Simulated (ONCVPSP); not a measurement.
## Li: excitation energies, all-electron against ONCV

| Quantity | Value |
| --- | --- |
| Element | Li (Z = 3) |
| Generator | ONCVPSP 4.0.1 |
| Type | optimised norm-conserving Vanderbilt (ONCV) |
| Functional | LDA (Perdew-Wang 92) |
| Relativity | scalar-relativistic |
| Frozen core | none |
| Valence charge | 3 |
| Reference configuration | 1s2 (charge +1) |
| Partial waves | 1s: rc 0.60 bohr, ncon 3, nbas 7, qcut 20.2 1/bohr, 2 projectors, debl 2.9 Ha; p scattering state at 0.31 Ha: rc 0.55 bohr, ncon 5, nbas 9, qcut 17.9 1/bohr, 2 projectors, debl 1.9 Ha; d scattering state at 0.16 Ha: rc 0.60 bohr, ncon 4, nbas 8, qcut 18.6 1/bohr, 2 projectors, debl 0.5 Ha |
| Local potential | polynomial inside 0.40 bohr (lpopt 3, dvloc0 4 Ha) |
| Core correction | none |

Energies are relative to the spin-unpolarised reference configuration 1s2; without spin polarisation the order of configurations can differ from experiment.

Problem. Give the all-electron excitation energy and the error of the potential for: 1s2 2s1; 1s2 2s0.5; 1s2 2p1; 1s1 2s1.

Solution.

```csv
valence configuration,charge,ΔE all-electron (eV),error AE − PS (meV)
1s2 2s1,0,-5.237,+0.1
1s2 2s0.5,+0.5,-3.194,0.0
1s2 2p1,0,-3.484,0.0
1s1 2s1,+1,62.152,+64
```

Levels in the configuration 1s2 2p1:

```tsv
level	all-electron (eV)	pseudo (eV)
1s	-52.557	-52.557
2p	-1.582	-1.582
```
